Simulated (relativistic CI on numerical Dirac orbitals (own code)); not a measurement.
# Cu2+: resonant inelastic scattering at the L2,3 edge

Computed with this model: Dirac-Coulomb-Breit CI, KLI orbitals optimised for each configuration, model QED (radiative potential, 1s self-energy scaled to tabulated hydrogen-like ionisation energies), valence Slater integrals scaled by 0.8, Kramers-Heisenberg scattering through one core-hole configuration in a parametric crystal field; configurations [Ar] 3d9 → [He] 2s2 2p5 3s2 3p6 3d10; 300 K; core-hole width 0.4 eV; summed over polarisations. Incident energies are the highest absorption maxima for each field (at most a few, so the weaker spin-orbit partner edge can be absent), on the computed scale of the free ion. Intensities are in per cent of the strongest line above 0.02 eV; levels within 1 cm⁻¹ are merged; final levels count from the ground level, the first row holds all elastic scattering, lines under 0.4 are left out and each table stops after 24 rows. The scale of the Slater integrals is a model choice and moves the terms in proportion.

Field parameters in Wybourne normalisation: Oh B⁴₀ = 21Dq, B⁴₄ = √(5/14) B⁴₀. The field is a parameter set, without covalency.

S is read from ⟨S²⟩ = S(S + 1).

Oh, 10Dq = 3250 cm⁻¹:

| Final level (eV) | Degeneracy | Irrep | S | 931.4 eV |
| --- | --- | --- | --- | --- |
| 0.000 | 4 | Γ8 | 0.50 | 169.9 |
| 0.335 | 2 | Γ7 | 0.50 | 100.0 |
| 0.513 | 4 | Γ8 | 0.50 | 63.8 |

Oh, 10Dq = 7350 cm⁻¹:

| Final level (eV) | Degeneracy | Irrep | S | 931.7 eV | 951.8 eV |
| --- | --- | --- | --- | --- | --- |
| 0.000 | 4 | Γ8 | 0.50 | 152.8 | 27.2 |
| 0.828 | 2 | Γ7 | 0.50 | 100.0 | 0.0 |
| 0.990 | 4 | Γ8 | 0.50 | 80.8 | 68.7 |

For the first field the strongest loss at the lowest incident energy is the level at 0.33 eV (S = 0.50, against 0.50 in the thermal ground state).
